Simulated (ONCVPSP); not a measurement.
## Which change was made? (Nd, ONCV)

```json
{"Element": "neodymium", "Generator": "ONCVPSP 4.0.1", "Type": "optimised norm-conserving Vanderbilt (ONCV)", "Functional": "PBE", "Relativity": "fully relativistic", "Frozen core": "[Kr] 4d10", "Valence charge": "14", "Reference configuration": "4f4 5s2 5p6 6s1.75 6p0.25", "Partial waves": "5s+6s: rc 2.50 bohr, ncon 3, nbas 8, qcut 4.9 1/bohr, 2 projectors; 5p+6p: rc 3.35 bohr, ncon 4, nbas 8, qcut 3.3 1/bohr, 2 projectors; d scattering state at 0.32 Ha: rc 3.20 bohr, ncon 5, nbas 8, qcut 3.1 1/bohr, 2 projectors, debl 0.6 Ha; 4f: rc 1.05 bohr, ncon 4, nbas 9, qcut 15.8 1/bohr, 1 projector", "Local potential": "polynomial inside 0.95 bohr (lpopt 4, dvloc0 2 Ha)", "Core correction": "polynomial model core, fcfact 0.3"}
```

Open shells are filled in proportion to 2j + 1.

In the d channel the program set the typed energies aside and used -0.077, 0.523 Ha (j = l + 1/2; the other j can differ).

Cutoffs, loose and tight: the cutoffs (Ha) at which the residual kinetic energy of the hardest occupied pseudo-wave falls to 1 and 0.1 mHa per electron. They do not see the model core or the augmentation charge, which bear on the density cutoff. Test errors are all-electron minus pseudo excitation energies from the reference, over the configurations 4f4 5s2 5p6 6s2 6p0; 4f4 5s2 5p6 6s1 6p0; 4f4 5s2 5p6 6s0 6p0; 4f2 5s2 5p6 6s0 6p0; variants that change the core or the reference have their own tests.

The base gives: outcome: generated, projector energies reset by the program; cutoff, loose: 106 Ha; cutoff, tight: 258 Ha; bound ghosts: s, p3/2, p1/2; GHOST(+) flags above zero: d5/2, d3/2; largest test error (meV): tests left out (the all-electron energies of this program are off by 10 to 40 meV for near-neutral 4f atoms).

Problem. After one change the result is: outcome: generated, projector energies reset by the program; cutoff, loose: 106 Ha; cutoff, tight: 258 Ha; bound ghosts: s, p1/2; GHOST(+) flags above zero: p3/2, d5/2, d3/2; largest test error (meV): tests left out (the all-electron energies of this program are off by 10 to 40 meV for near-neutral 4f atoms). Which change was it?
A. p: rc 2.78
B. p: qcut 3.7
C. p: nbas 9

Solution. B. The others give: p: rc 2.78 → outcome: generated, projector energies reset by the program; cutoff, loose: 106 Ha; cutoff, tight: 258 Ha; bound ghosts: s; GHOST(+) flags above zero: p3/2, d5/2, p1/2, d3/2; largest test error (meV): tests left out (the all-electron energies of this program are off by 10 to 40 meV for near-neutral 4f atoms) | p: nbas 9 → outcome: generated, projector energies reset by the program; cutoff, loose: 106 Ha; cutoff, tight: 258 Ha; bound ghosts: s, p3/2; GHOST(+) flags above zero: d5/2, d3/2; largest test error (meV): tests left out (the all-electron energies of this program are off by 10 to 40 meV for near-neutral 4f atoms).
